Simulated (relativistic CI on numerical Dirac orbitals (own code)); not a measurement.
**Electric-dipole transitions in Ga⁴⁺**

These numbers are calculated, not measured: Dirac-Coulomb-Breit CI, KLI orbitals optimised for each configuration, QED by a radiative potential, valence Slater integrals scaled by 0.85, P86 correlation energy added to each configuration (own radial code, finite nucleus).

Configurations in the expansion (outside the closed core [Ne]): 3s2 3p6 3d9, 3s2 3p6 3d8 4s, 3s2 3p6 3d8 4p, 3s2 3p5 3d10, 3s2 3p6 3d8 4d, 3s2 3p6 3d8 5s, 3s2 3p6 3d8 5p, 3s2 3p6 3d7 4s2, 3s2 3p6 3d8 4f, 3s2 3p6 3d8 5d, 3s2 3p6 3d7 4s 4p, 3s2 3p6 3d8 5f, 3s2 3p6 3d8 5g, 3s2 3p6 3d7 4p2, 3s 3p6 3d10, 3s2 3p6 3d7 4s 4d. Levels of other configurations are missing.

| λ vac (Å) | Lower | Upper | A (s⁻¹) | gf | Branching (%) |
| --- | --- | --- | --- | --- | --- |
| 785.52 | 3s2 3p6 3d8 4p 4D°_7/2 [19] | 3s2 3p6 3d8 4d 4D_5/2 [65] | 5.86e+09 | 3.25e+00 | 86.2 |
| 788.54 | 3s2 3p6 3d8 4p 4D°_7/2 [19] | 3s2 3p6 3d8 4d 4D_7/2 [64] | 3.80e+09 | 2.84e+00 | 57.7 |
| 797.21 | 3s2 3p6 3d8 4p 2H°_9/2 [50] | 3s2 3p6 3d8 4d 2I_11/2 [119] | 6.66e+09 | 7.62e+00 | 97.2 |
| 797.48 | 3s2 3p6 3d8 4p 4G°_9/2 [21] | 3s2 3p6 3d8 4d 4H_11/2 [67] | 5.61e+09 | 6.42e+00 | 82.2 |
| 808.73 | 3s2 3p6 3d8 4p 4G°_11/2 [22] | 3s2 3p6 3d8 4d 4H_13/2 [66] | 6.66e+09 | 9.14e+00 | 100.0 |
| 808.77 | 3s2 3p6 3d8 4p 2F°_7/2 [41] | 3s2 3p6 3d8 4d 2G_9/2 [98] | 5.85e+09 | 5.74e+00 | 89.1 |
| 811.60 | 3s2 3p6 3d8 4p 2H°_11/2 [53] | 3s2 3p6 3d8 4d 2I_13/2 [120] | 6.62e+09 | 9.16e+00 | 100.0 |
| 812.05 | 3s2 3p6 3d8 4p 4F°_7/2 [28] | 3s2 3p6 3d8 4d 4H_9/2 [76] | 4.19e+09 | 4.14e+00 | 62.3 |
| 815.01 | 3s2 3p6 3d8 4p 2G°_9/2 [29] | 3s2 3p6 3d8 4d 4H_11/2 [77] | 6.28e+09 | 7.50e+00 | 95.6 |
| 819.03 | 3s2 3p6 3d8 4p 2G°_7/2 [34] | 3s2 3p6 3d8 4d 2H_9/2 [89] | 5.77e+09 | 5.80e+00 | 88.6 |
| 819.20 | 3s2 3p6 3d8 4p 4F°_9/2 [27] | 3s2 3p6 3d8 4d 4G_11/2 [70] | 4.62e+09 | 5.58e+00 | 70.6 |
| 1029.5 | 3s2 3p6 3d8 4s 2G_9/2 [16] | 3s2 3p6 3d8 4p 2G°_9/2 [61] | 1.80e+09 | 2.86e+00 | 92.0 |
| 1034.4 | 3s2 3p6 3d8 4s 2G_7/2 [17] | 3s2 3p6 3d8 4p 2G°_7/2 [60] | 1.93e+09 | 2.48e+00 | 95.0 |
| 1062.0 | 3s2 3p6 3d8 4s 4F_9/2 [3] | 3s2 3p6 3d8 4p 4F°_9/2 [27] | 1.13e+09 | 1.90e+00 | 62.6 |
| 1068.4 | 3s2 3p6 3d8 4s 4F_7/2 [4] | 3s2 3p6 3d8 4p 4F°_7/2 [28] | 9.31e+08 | 1.27e+00 | 39.9 |
| 1090.5 | 3s2 3p6 3d8 4d 4H_13/2 [66] | 3s2 3p6 3d8 4f 4I°_15/2 [194] | 4.95e+09 | 1.41e+01 | 100.0 |
| 1092.9 | 3s2 3p6 3d8 4s 4P_5/2 [9] | 3s2 3p6 3d8 4p 2F°_7/2 [41] | 1.24e+09 | 1.78e+00 | 39.2 |
| 1093.8 | 3s2 3p6 3d8 4d 4H_11/2 [67] | 3s2 3p6 3d8 4f 2I°_13/2 [197] | 3.86e+09 | 9.70e+00 | 78.7 |
| 1094.8 | 3s2 3p6 3d8 4s 4F_9/2 [3] | 3s2 3p6 3d8 4p 4G°_11/2 [22] | 1.74e+09 | 3.76e+00 | 100.0 |
| 1095.5 | 3s2 3p6 3d8 4s 2F_7/2 [7] | 3s2 3p6 3d8 4p 2D°_5/2 [33] | 1.38e+09 | 1.49e+00 | 16.6 |
| 1096.1 | 3s2 3p6 3d8 4s 2F_5/2 [8] | 3s2 3p6 3d8 4p 2F°_5/2 [36] | 1.51e+09 | 1.63e+00 | 26.1 |
| 1099.4 | 3s2 3p6 3d8 4s 2F_7/2 [7] | 3s2 3p6 3d8 4p 2G°_7/2 [32] | 1.14e+09 | 1.65e+00 | 40.9 |
| 1110.9 | 3s2 3p6 3d8 4s 4F_9/2 [3] | 3s2 3p6 3d8 4p 4G°_9/2 [21] | 6.36e+08 | 1.18e+00 | 40.8 |
| 1129.6 | 3s2 3p6 3d8 4s 2G_9/2 [16] | 3s2 3p6 3d8 4p 2H°_11/2 [53] | 1.62e+09 | 3.71e+00 | 100.0 |
| 1130.4 | 3s2 3p6 3d8 4s 2F_5/2 [8] | 3s2 3p6 3d8 4p 2G°_7/2 [34] | 1.06e+09 | 1.62e+00 | 37.7 |
| 1132.4 | 3s2 3p6 3d8 4s 2F_7/2 [7] | 3s2 3p6 3d8 4p 2G°_9/2 [29] | 1.29e+09 | 2.48e+00 | 78.5 |
| 1136.2 | 3s2 3p6 3d8 4s 4F_7/2 [4] | 3s2 3p6 3d8 4p 4G°_9/2 [21] | 7.70e+08 | 1.49e+00 | 49.4 |
| 1138.6 | 3s2 3p6 3d8 4s 4F_7/2 [4] | 3s2 3p6 3d8 4p 4D°_5/2 [20] | 1.39e+09 | 1.62e+00 | 90.5 |
| 1152.8 | 3s2 3p6 3d8 4s 4F_9/2 [3] | 3s2 3p6 3d8 4p 4D°_7/2 [19] | 1.42e+09 | 2.27e+00 | 95.9 |
| 1163.4 | 3s2 3p6 3d8 4s 2G_7/2 [17] | 3s2 3p6 3d8 4p 2H°_9/2 [50] | 1.37e+09 | 2.77e+00 | 92.7 |

Terms are leading LS components. Brackets give the number of a level in order of energy, since labels repeat. The list gives strong lines, with weight on those to low levels, without lines whose two gauges differ by over a factor of 2.5, among the lowest 200 of 1330 levels, so that lines to higher ones, which can be the strongest, are missing. Levels whose partners in the same complex of configurations lie outside the list can be far off, and so can their lines. Rates are taken at the computed energies, electric ones in the length gauge.

At this charge configurations can still be misplaced by up to about 7 % of their energy. 55 of the 59 excited levels that our extract of the measured tables holds in this range could be paired (the sources list more); they are missed by 1486 cm⁻¹ on average and 4030 at most, and levels without a partner can miss by more.

LS names give the leading component of a level, which can be under half, so a name can repeat, a term be missing and a line seem to break the LS rules.
